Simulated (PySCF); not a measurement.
## Scalar relativity in S²⁺ (sulfur, charge +2)

[Ne] 3s2 3p2, high-spin 3P determinant; UHF calculated with PySCF 2.14 in dyall-av3z (19s12p3d2f, 84 functions), once non-relativistic with a point nucleus and once with spin-free X2C-1e and a Gaussian nucleus.

```json
{"shell": "1s α", "ε non-rel. (eV)": "-2530.3", "ε X2C (eV)": "-2538.2", "rms r non-rel. (bohr, spins averaged)": "0.1126", "rms r X2C (bohr, spins averaged)": "0.1120", "change of radius (%)": "-0.52"}
{"shell": "1s β", "ε non-rel. (eV)": "-2529.6", "ε X2C (eV)": "-2537.5", "rms r non-rel. (bohr, spins averaged)": "0.1126", "rms r X2C (bohr, spins averaged)": "0.1120", "change of radius (%)": "-0.52"}
{"shell": "2s α", "ε non-rel. (eV)": "-271.09", "ε X2C (eV)": "-272.45", "rms r non-rel. (bohr, spins averaged)": "0.5173", "rms r X2C (bohr, spins averaged)": "0.5152", "change of radius (%)": "-0.41"}
{"shell": "2s β", "ε non-rel. (eV)": "-270.43", "ε X2C (eV)": "-271.79", "rms r non-rel. (bohr, spins averaged)": "0.5173", "rms r X2C (bohr, spins averaged)": "0.5152", "change of radius (%)": "-0.41"}
{"shell": "2p α", "ε non-rel. (eV)": "-208.09", "ε X2C (eV)": "-208.09", "rms r non-rel. (bohr, spins averaged)": "0.4912", "rms r X2C (bohr, spins averaged)": "0.4906", "change of radius (%)": "-0.12"}
{"shell": "2p β", "ε non-rel. (eV)": "-206.86", "ε X2C (eV)": "-206.86", "rms r non-rel. (bohr, spins averaged)": "0.4912", "rms r X2C (bohr, spins averaged)": "0.4906", "change of radius (%)": "-0.12"}
{"shell": "3s α", "ε non-rel. (eV)": "-48.502", "ε X2C (eV)": "-48.652", "rms r non-rel. (bohr, spins averaged)": "1.711", "rms r X2C (bohr, spins averaged)": "1.706", "change of radius (%)": "-0.28"}
{"shell": "3s β", "ε non-rel. (eV)": "-41.869", "ε X2C (eV)": "-42.017", "rms r non-rel. (bohr, spins averaged)": "1.711", "rms r X2C (bohr, spins averaged)": "1.706", "change of radius (%)": "-0.28"}
{"shell": "3p α", "ε non-rel. (eV)": "-34.726", "ε X2C (eV)": "-34.717", "rms r non-rel. (bohr, spins averaged)": "1.900", "rms r X2C (bohr, spins averaged)": "1.900", "change of radius (%)": "-0.03"}
```

The total energy goes from -396.3382 to -397.4240 hartree.

Ionisation energy, S²⁺ [Ne] 3s2 3p2 (3P) → S³⁺ [Ne] 3s2 3p1 (2P) (eV):

| method | non-relativistic | spin-free X2C | shift |
| --- | --- | --- | --- |
| UHF | 34.162 | 34.153 | -0.008 |
| MP2 (valence) | 34.643 | 34.636 | -0.008 |
| SCS-MP2 (valence) | 34.547 | 34.539 | -0.008 |
| CCSD (valence) | 34.681 | 34.675 | -0.006 |
| CCSD(T) (valence) | 34.713 | 34.706 | -0.007 |
| LDA | 34.881 | 34.871 | -0.010 |
| PBE | 34.834 | 34.825 | -0.009 |
| PBE0 | 34.876 | 34.867 | -0.009 |
| r2SCAN | 35.031 | 35.022 | -0.008 |

Relativity contracts and stabilises s shells directly. The contracted s shells screen the nucleus better, so for spin-averaged p shells the direct and indirect effects partly cancel.
